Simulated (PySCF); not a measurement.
Molfile (atoms numbered from 1):
```
C8H8F
     RDKit          3D

 17 17  0  0  0  0  0  0  0  0999 V2000
    2.4920   -1.5581    0.5597 F   0  0  0  0  0  0  0  0  0  0  0  0
    2.7310   -0.3904   -0.0812 C   0  0  0  0  0  0  0  0  0  0  0  0
    1.5634    0.4185   -0.4133 C   0  0  0  0  0  0  0  0  0  0  0  0
    0.2199    0.2109   -0.1607 C   0  0  0  0  0  0  0  0  0  0  0  0
   -0.7082    1.2091   -0.6086 C   0  0  0  0  0  0  0  0  0  0  0  0
   -2.0498    1.0753   -0.3667 C   0  0  0  0  0  0  0  0  0  0  0  0
   -2.5255   -0.0456    0.3216 C   0  0  0  0  0  0  0  0  0  0  0  0
   -1.6484   -1.0402    0.7609 C   0  0  0  0  0  0  0  0  0  0  0  0
   -0.3001   -0.9301    0.5310 C   0  0  0  0  0  0  0  0  0  0  0  0
    3.4194    0.2006    0.5504 H   0  0  0  0  0  0  0  0  0  0  0  0
    3.2944   -0.6249   -1.0022 H   0  0  0  0  0  0  0  0  0  0  0  0
    1.8333    1.3300   -0.9383 H   0  0  0  0  0  0  0  0  0  0  0  0
   -0.3324    2.0717   -1.1382 H   0  0  0  0  0  0  0  0  0  0  0  0
   -2.7427    1.8315   -0.7031 H   0  0  0  0  0  0  0  0  0  0  0  0
   -3.5838   -0.1430    0.5163 H   0  0  0  0  0  0  0  0  0  0  0  0
   -2.0359   -1.9003    1.2852 H   0  0  0  0  0  0  0  0  0  0  0  0
    0.3666   -1.7030    0.8773 H   0  0  0  0  0  0  0  0  0  0  0  0
  1  2  1  0
  2  3  1  0
  3  4  1  0
  4  5  2  0
  5  6  1  0
  6  7  2  0
  7  8  1  0
  8  9  2  0
  9  4  1  0
  2 10  1  0
  2 11  1  0
  3 12  1  0
  5 13  1  0
  6 14  1  0
  7 15  1  0
  8 16  1  0
  9 17  1  0
M  CHG  1   3   1
M  END
```

Geometry: GFN2-xTB; GIAO absolute shieldings from PySCF 2.14.0 with density-fitted response routines, gas phase, non-relativistic, averaged over equivalent atoms.

At BLYP/pcSseg-1 (193 basis functions, about 110 core-seconds):
```tsv
atoms	σ (ppm)
F1	369.8
C3	-39.0
C7	9.0
C5/C9	21.2
C4	35.1
C6/C8	36.6
C2	78.6
H12	22.62
H15	22.81
H13/H17	22.87
H14/H16	23.42
H10/H11	24.48
```

Problem. What do these become at B3LYP/pcSseg-1?

Solution. 
| atoms | σ at B3LYP/pcSseg-1 | change |
| --- | --- | --- |
| F1 | 397.5 | +27.7 |
| C3 | -39.2 | -0.2 |
| C7 | 8.7 | -0.3 |
| C5/C9 | 21.1 | -0.1 |
| C4 | 38.6 | +3.5 |
| C6/C8 | 40.1 | +3.5 |
| C2 | 86.5 | +7.9 |
| H12 | 22.52 | -0.10 |
| H15 | 22.61 | -0.20 |
| H13/H17 | 22.71 | -0.16 |
| H14/H16 | 23.37 | -0.05 |
| H10/H11 | 24.70 | +0.22 |

The largest change is at F1 (fluorine on an sp3 carbon). Cost: 193 basis functions, roughly 60 core-seconds. The order of the carbon signals is the same at both levels.
